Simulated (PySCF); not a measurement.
Computed shifts of a molecule C₂H₈O₂Si, PBE/pcSseg-1 (PySCF), GIAO, gas phase, atoms alike by connectivity averaged where their shifts nearly agree, in ppm (number of nuclei): ¹³C: 58.8 (1), 1.5 (1). ²⁹Si: 5.4 (1). ¹H: 5.43 (1), 3.97 (1), 3.82 (1), 1.27 (1), 1.14 (1), 0.46 (3). References: ¹³C against TMS (σ = 182.0 ppm); ²⁹Si against TMS (σ = 335.4 ppm); ¹⁷O against H2O (σ = 334.3 ppm); ¹H against TMS (σ = 31.49 ppm), references at their B3LYP-D3(BJ)/def2-TZVP geometries, non-relativistic. Geometry optimised at B3LYP-D3(BJ)/def2-SVP. Other conformers were not sampled.

Question: Pick the molecule that these values belong to.
A) OCC[SiH2]O
B) OC[SiH2]CO
C) OC[C@@H](O)[SiH3]
D) C[Si@H](O)CO

Answer: D, C[Si@H](O)CO
